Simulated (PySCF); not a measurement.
`CO[C@H]1C[C@@H]1C(N)=O`, C₅H₉NO₂

Geometry:
| atom | x (Å) | y (Å) | z (Å) |
| --- | --- | --- | --- |
| C1 | -2.318 | -1.077 | -0.096 |
| O2 | -1.968 | 0.184 | 0.429 |
| C3 | -0.772 | 0.672 | -0.071 |
| C4 | -0.048 | 1.701 | 0.712 |
| C5 | 0.529 | 0.305 | 0.631 |
| C6 | 1.723 | 0.087 | -0.226 |
| N7 | 2.577 | -0.870 | 0.223 |
| O8 | 1.919 | 0.686 | -1.262 |
| H9 | -1.566 | -1.835 | 0.153 |
| H10 | -3.271 | -1.344 | 0.356 |
| H11 | -2.427 | -1.034 | -1.185 |
| H12 | -0.717 | 0.725 | -1.157 |
| H13 | 0.467 | 2.475 | 0.164 |
| H14 | -0.472 | 2.004 | 1.656 |
| H15 | 0.448 | -0.310 | 1.519 |
| H16 | 2.467 | -1.318 | 1.114 |
| H17 | 3.421 | -1.039 | -0.299 |

Theory: TDDFT wB97X-D/aug-cc-pVDZ circular dichroism and optical rotation, one conformer, gas phase in PySCF 2.14.0. Geometry: GFN2-xTB.

The molecule is flexible and this is one conformer; a measurement averages over conformers.

Stereocentres: C3 S, C5 S.

(1) Give the optical rotatory dispersion at 633, 589.3, 546, 436, 405, 365, 355 nm.

(2) And for the mirror image at 589.3 nm?

(3) What is the molar rotation [Φ] = [α]·M/100 of the geometry above at 589.3 nm?

Answers

(1) [α] in deg dm⁻¹ (g/mL)⁻¹:
| λ (nm) | origin-invariant length gauge | modified velocity gauge | length gauge (centre of mass) | isotropic polarisability (au) |
| --- | --- | --- | --- | --- |
| 633 | -50.7 | -47.2 | -50.7 | 78.0 |
| 589.3 | -58.7 | -54.6 | -58.7 | 78.2 |
| 546 | -68.7 | -63.7 | -68.6 | 78.6 |
| 436 | -109.1 | -100.6 | -109.1 | 80.1 |
| 405 | -127.0 | -116.6 | -126.9 | 80.7 |
| 365 | -156.7 | -142.9 | -156.5 | 81.9 |
| 355 | -165.5 | -150.6 | -165.4 | 82.3 |

(2) +58.7 deg dm⁻¹ (g/mL)⁻¹ (origin-invariant length gauge): the same size and the opposite sign.

(3) With M = 115.13 g/mol, -67.6 deg cm² dmol⁻¹ (origin-invariant length gauge).

The first excitation lies at 5.86 eV (211 nm) with R = +0.2 × 10⁻⁴⁰ esu² cm² (velocity form).
